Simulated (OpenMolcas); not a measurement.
**Ti2+: moving or changing the point charges**

Ti2+ among 6 point charges of -2.2 e arranged as an octahedron (Oh), 2.07 Å from the ion.

```yaml
Program: OpenMolcas 26.06
Method: "SS-CASPT2, IPEA 0.25 Eh, imaginary shift 0.1 Eh (closed shells correlated: 3s 3p)"
Basis: ANO-RCC-VDZP [5s4p2d1f]
Scalar_Hamiltonian: DKH2, point nucleus
Active_space: 2 electrons in 5 orbitals (3d)
State_averaging: 2S+1 = 3 even, 10 roots; 2S+1 = 1 even, 15 roots
Spin-orbit_coupling: RASSI with atomic mean-field integrals over the reference wave functions
```

Runs around this geometry, states (labels of O, the rotations of Oh). Energies in cm-1 above the lowest state or level, χT in cm3 K/mol; under a threefold ground state the first gap can be a small split of the lowest multiplet, not the spin-orbit step.

| R (Å) | q (e) | Ground state | First state of that spin | First gap with spin-orbit (degeneracies) | χT at 300 K | First state of another spin |
| --- | --- | --- | --- | --- | --- | --- |
| 2.07 | -1.1 | 3T1 | 3T2 5480 | 6 (2, 3) | 1.148 | 1T2 9170 |
| 1.96 | -2.2 | 3T1 | 3T2 15930 | 1 (2, 3) | 1.168 | 2S+1 = 1: 7790 |
| 2.07 | -2.2 | 3T1 | 3T2 12390 | 2 (2, 3) | 1.156 | 1T2 8420 |
| 2.16 | -2.2 | 3T1 | 3T2 9730 | 3 (2, 3) | 1.151 | 1T2 8680 |

Taking the first state of the same spin as R^-n, n = -ln(9730 / 15930) / ln(2.16 / 1.96) = 5.1 between the shortest and longest distance.

Scaling the charges by -1.1 / -2.2 = 0.50 scales the first state of the same spin by 5480 / 12390 = 0.44; with fixed orbitals a first-order splitting would follow the charge.

Roots that are degenerate in the reference are averaged as groups; the widest CASPT2 spread within a group is 700 cm-1 (the 3-fold group of multiplicity 1 near 22500 cm-1 above the lowest state of its run, R = 2.07, q = -2.2). Shifts and gaps below about the spread of the groups concerned are not significant. An orbital triplet at a regular site is open to Jahn-Teller coupling, which can distort the site and quench the lowest spin-orbit gaps and is left out. Free-ion shares, where given, are those of the reference states; single-state CASPT2 does not remix them. Point charges carry no covalency, so the field is a model and not that of real ligands. No measured value stands beside these numbers.

A state without a sure symmetry label is named by its multiplicity alone.
